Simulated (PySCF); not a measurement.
**Orbital picture of GaBi⁺**

r²SCAN at R = 3.005 Å; basis Ga cc-pVDZ-PP with ECP10, Bi cc-pVDZ-PP with ECP60; scalar-relativistic core potentials; PySCF 2.14. State: ⁴Σ⁻ (quartet), unpaired electrons σ ↑, π ↑↑. Only the outer orbitals are listed, counted within each symmetry, core potentials removing the inner ones.

| spin | orbital | occ. | ε (eV) | on Ga (%) | main shells (%) |
| --- | --- | --- | --- | --- | --- |
| α | 7σ | 1 | -21.16 | 3 | 96 Bi s |
| α | 8σ | 1 | -15.56 | 87 | 87 Ga s, 9 Bi p |
| α | 9σ | 1 | -11.21 | 37 | 62 Bi p, 28 Ga p, 8 Ga s |
| α | 5π | 1 | -10.78 | 7 | 93 Bi p |
| α | 5π | 1 | -10.78 | 7 | 93 Bi p |
| α | 6π | 0 | -7.71 | 92 | 92 Ga p |
| α | 6π | 0 | -7.71 | 92 | 92 Ga p |
| α | 10σ | 0 | -6.12 | 71 | 69 Ga p, 25 Bi p |
| β | 7σ | 1 | -19.06 | 6 | 94 Bi s |
| β | 8σ | 1 | -14.99 | 91 | 91 Ga s |
| β | 9σ | 0 | -9.01 | 44 | 55 Bi p, 38 Ga p |
| β | 5π | 0 | -8.38 | 38 | 62 Bi p, 37 Ga p |
| β | 5π | 0 | -8.38 | 38 | 62 Bi p, 37 Ga p |

Which are the highest filled and the lowest empty level, where do they sit, and how wide is the gap?

Highest filled α 5π at -10.78 eV (in %: 93 Bi p); lowest empty β 9σ at -9.01 eV (in %: 55 Bi p, 38 Ga p); the gap at r²SCAN is 1.77 eV.

- bond order (Mayer): 0.77
- ⟨S²⟩: 3.761
- charge on Ga (Mulliken, basis-dependent): 0.60
- charge on Ga (Löwdin, basis-dependent): 0.53
- dipole moment (positive dipole points towards Bi; it is taken about the centre of mass and depends on that origin): -4.95 D

These are scalar-relativistic numbers at best; spin–orbit coupling would shift them, the dissociation energy most. The state is the lowest determinant that a PBE0 search found; another state may lie lower at other levels.
